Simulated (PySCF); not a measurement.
## Telling isomers of C6H6F4O2 apart by NMR

- shielding tensors at PBE0/pcSseg-1 (GIAO)
- geometry from GFN2-xTB
- run in PySCF 2.14.0 with density-fitted response routines
- one conformer, non-relativistic Hamiltonian, one averaged value for each set of equivalent atoms, in vacuum

Chemical shifts δ = σref − σ; 1H (σ = 31.72 ppm) and 13C (σ = 186.93 ppm) against TMS, all at this level. Splittings of carbon signals by F and P are missing where no couplings were computed. Where no couplings were computed, multiplicities follow the n + 1 count of equivalent neighbours, and m marks all less simple cases (inequivalent or close neighbours, rings, F or P nearby). Shifts are as computed. Against solution values, carbons near 30 ppm lie about +3 ppm off and those near 130 ppm about +5 ppm. Of 1211 compounds with measured shifts, 218 miss one by over three times the rms of a fit or turn the order of signals round; such compounds aren't used in these exercises.

(1) Tabulate the signals of `F[C@@H]1OC[C@]12CO[C@@H]2C(F)(F)F`, `CC(=O)O/C=C(/F)CC(F)(F)F`, `COC(=O)/C=C\[C@H](F)C(F)(F)F` and their relative energies.

(2) What is the quickest way to tell F[C@@H]1OC[C@]12CO[C@@H]2C(F)(F)F from CC(=O)O/C=C(/F)CC(F)(F)F?

(3) What is the quickest way to tell F[C@@H]1OC[C@]12CO[C@@H]2C(F)(F)F from COC(=O)/C=C\[C@H](F)C(F)(F)F?

(4) What is the quickest way to tell CC(=O)O/C=C(/F)CC(F)(F)F from COC(=O)/C=C\[C@H](F)C(F)(F)F?

## Answers

(1) 
```json
{"SMILES": "F[C@@H]1OC[C@]12CO[C@@H]2C(F)(F)F", "carbon types": "2×C 2×CH 2×CH2", "δC": "132.9, 116.8, 85.0, 79.0, 76.9, 50.5", "δH": "6.40 (m, 1H), 5.38 (m, 1H), 4.96 (m, 1H), 4.83 (m, 1H), 4.76 (m, 1H), 4.66 (m, 1H)", "E rel. (kcal/mol)": "37.1"}
{"SMILES": "CC(=O)O/C=C(/F)CC(F)(F)F", "carbon types": "3×C 1×CH 1×CH2 1×CH3", "δC": "171.3, 155.4, 134.9, 134.1, 39.5, 22.7", "δH": "8.37 (m, 1H), 3.24 (m, 2H), 2.26 (s, 3H)", "E rel. (kcal/mol)": "0.0"}
{"SMILES": "COC(=O)/C=C\\[C@H](F)C(F)(F)F", "carbon types": "2×C 3×CH 1×CH3", "δC": "173.4, 151.8, 133.2, 131.5, 90.4, 54.3", "δH": "7.57 (m, 1H), 6.90 (m, 1H), 6.29 (m, 1H), 3.99 (s, 3H)", "E rel. (kcal/mol)": "5.6"}
```

Energies are electronic energies at PBE0/pcSseg-1 on these geometries, without zero-point or thermal terms, each for the one conformer computed, which needn't be the lowest.

(2) Both give the same number of carbon signals, but DEPT or the intensities differ. The first has a quaternary sp3 carbon in a ring (C) at 50.5 ppm, the second a methyl carbon α to a carbonyl (CH3) at 22.7 ppm. Their most deshielded carbons lie at 132.9 and 171.3 ppm. In the proton spectra the most deshielded non-exchanging signals are 6.40 (m, 1H) and 8.37 (m, 1H).

(3) Both give the same number of carbon signals, but DEPT or the intensities differ. The first has an sp3 CH2 bonded to O at 79.0 ppm, the second a methyl carbon bonded to O (CH3) at 54.3 ppm. Their most deshielded carbons lie at 132.9 and 173.4 ppm. In the proton spectra the most deshielded non-exchanging signals are 6.40 (m, 1H) and 7.57 (m, 1H).

(4) Both give the same number of carbon signals, but DEPT or the intensities differ. The first has an allylic sp3 CH2 at 39.5 ppm, the second an allylic sp3 CH bonded to F at 90.4 ppm. Their most deshielded carbons lie at 171.3 and 173.4 ppm. In the proton spectra the most deshielded non-exchanging signals are 8.37 (m, 1H) and 7.57 (m, 1H).
